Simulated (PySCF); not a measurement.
# Spinor energies of Os⁺ (osmium, charge +1)

Start: [Xe] 4f14 5d6 6s1; 5d3/2 filled at m_j = +3/2; 5d5/2 filled at m_j = -3/2, -1/2, +1/2, +3/2, +5/2; 6s1/2 filled at m_j = +1/2. Calculated with PySCF 2.14 in x2c-SVPall-2c with one added diffuse shell each of s, d type (8s9p10d2f, 99 functions): generalised Hartree-Fock with the X2C-1e Hamiltonian and a Gaussian nucleus; one run each with spin-orbit coupling (SO) switched off, then screened by Boettger's factors. This is a chosen level, not necessarily the ground level.

```tsv
spinor shell	electrons	ε, spin-free (eV)	ε, screened SO (eV)	weight of nominal j (screened SO)	rms radius, screened SO (bohr)
1s1/2	2	-74282.9	-74258.1	1.000	0.0201
2s1/2	2	-13089.8	-13082.0	1.000	0.0809
2p1/2	2	-11406.4	-12503.8	1.000	0.0687
2p3/2	4	-11406.4	-10966.6	1.000	0.0764
3s1/2	2	-3117.4	-3114.7	1.000	0.207
3p1/2	2	-2614.7	-2856.6	1.000	0.198
3p3/2	4	-2614.7	-2515.7	1.000	0.214
3d3/2	4	-2045.5	-2087.3	1.000	0.189
3d5/2	6	-2045.5	-2014.8	1.000	0.192
4s1/2	2	-698.48	-697.54	1.000	0.459
4p1/2	2	-530.67	-587.91	1.000	0.466
4p3/2	4	-530.67	-506.89	1.000	0.499
4d3/2	4	-317.93	-326.52	0.999	0.520
4d5/2	6	-317.93	-311.14	1.000	0.531
5s1/2	2	-116.09	-115.83	1.000	1.08
5p1/2	2	-70.296	-80.432	0.691	1.10
4f5/2	6	-79.221	-80.381	0.899	0.690
4f7/2	8	-79.221	-77.437	0.990	0.612
5p3/2	4	-70.296	-65.740	0.975	1.27
5d5/2	5	-20.428	-21.005	0.488	1.87
5d3/2	1	-20.428	-17.416	0.669	1.90
6s1/2	1	-16.428	-16.401	0.989	2.99
```

```csv
quantity,spin-free,screened SO
E (hartree),-17239.96699,-17262.45502
M_J,9/2,9/2
⟨J²⟩,24.757,24.775
⟨L²⟩,6.005,6.665
⟨S²⟩,8.753,8.433
```

Each row is a mean over spinors that exchange with the open shell spreads, by up to 7.746 eV (5p3/2).

Rows whose weight is well below 1 are mixtures of j = l ± 1/2: exchange outweighs spin-orbit coupling there, and the label is only the starting occupation.

Breit and QED terms are absent; they matter most for the inner s and p1/2 levels.

Densities and radii are taken from the X2C orbitals without a picture-change correction, which distorts them close to the nucleus.

Without spin-orbit coupling the j labels of p, d and f shells carry no meaning; the spin-free column gives the mean over the occupied spinors of each nl shell.
